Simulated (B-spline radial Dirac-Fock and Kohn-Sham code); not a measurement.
Relativistic shifts of the levels of Bi⁶⁴⁺

System: the Bi⁶⁴⁺ ion, 1s2 2s2 2p6 3s2 3p6 3d1.

Both columns are ΔSCF binding energies of the configuration average from a B-spline atomic structure program: non-relativistic Hartree-Fock with a point nucleus, and Dirac-Fock with a finite nucleus and the Coulomb interaction alone, averaged over the two j levels with weights 2j+1.

| shell | Hartree-Fock (eV) | Dirac-Fock (eV) | shift (eV) | shift (%) |
| --- | --- | --- | --- | --- |
| 1s | 86520.4 | 96124.7 | +9604.27 | +11.10 |
| 2s | 18680.0 | 21386.6 | +2706.57 | +14.49 |
| 2p | 18194.6 | 19175.0 | +980.36 | +5.39 |
| 3s | 7502.4 | 8317.4 | +814.95 | +10.86 |
| 3p | 7291.5 | 7647.7 | +356.25 | +4.89 |
| 3d | 7013.9 | 7061.8 | +47.89 | +0.68 |

Relativity binds 1s, 2s, 2p, 3s, 3p, 3d more strongly, among those listed most of all 2s in relative terms.

Values without a named source are computed, but for edge energies of neutral atoms, which are taken from tables.
